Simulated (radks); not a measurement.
Values are calculated unless marked as measured or tabulated.
Neutral silver inside a hard spherical wall (all orbitals vanish at R), configuration held at [Kr] 4d10 5s1 and not refilled when levels cross. Level of theory: scalar-relativistic Kohn-Sham, PBEsol, spin-unpolarised, spherical densities, finite nucleus; Fermi nuclear charge, rms radius 4.5454 fm (a radial shooting solver on a logarithmic mesh with Libxc functionals). Eigenvalues in eV, with the zero of energy where the potential of the charges vanishes at infinity; a dash marks a level that is unbound or too diffuse for the functional's potential to be trusted. A positive occupied level is held by the wall or, in an anion where self-interaction has pushed it up, behind a barrier. The pressure on the wall is -dE/dV.

| R (bohr) | E (hartree) | kinetic (hartree) | e(4s) | e(4p) | e(4d) | e(5s) | e(5p, empty) | e(6s, empty) | pressure (GPa) |
|---|---|---|---|---|---|---|---|---|---|
| free | -5313.39409 | 5519.370 | -94.964 | -58.514 | -7.453 | -4.421 | - | - | 0 |
| 15 | -5313.39409 | 5519.370 | -94.964 | -58.514 | -7.453 | -4.421 | -0.651 | 0.451 | < 0.0001 |
| 12 | -5313.39406 | 5519.370 | -94.960 | -58.510 | -7.450 | -4.418 | -0.592 | 1.041 | 0.000503 |
| 8 | -5313.39178 | 5519.388 | -94.830 | -58.379 | -7.322 | -4.273 | 0.000 | 4.574 | 0.0928 |
| 7 | -5313.38711 | 5519.418 | -94.653 | -58.203 | -7.153 | -4.054 | 0.552 | 7.236 | 0.372 |
| 6 | -5313.37235 | 5519.500 | -94.239 | -57.791 | -6.764 | -3.504 | 1.671 | 12.071 | 1.64 |
| 4 | -5313.11591 | 5520.688 | -90.341 | -53.989 | -3.197 | 2.424 | 10.667 | 43.577 | 58.5 |
| 3.5 | -5312.80533 | 5522.006 | -87.195 | -50.964 | -0.262 | 7.846 | 17.960 | 65.645 | 176 |
| 3 | -5312.04837 | 5525.073 | -81.532 | -45.548 | 5.270 | 18.940 | 32.093 | 104.68 | 612 |
| 2 | -5303.01841 | 5559.334 | -47.728 | -11.640 | 44.076 | 110.23 | 136.64 | 345.80 | 14700 |
| 1.5 | -5273.70040 | 5657.091 | 16.837 | 58.115 | 125.08 | 315.79 | 353.01 | 781.80 | 123000 |
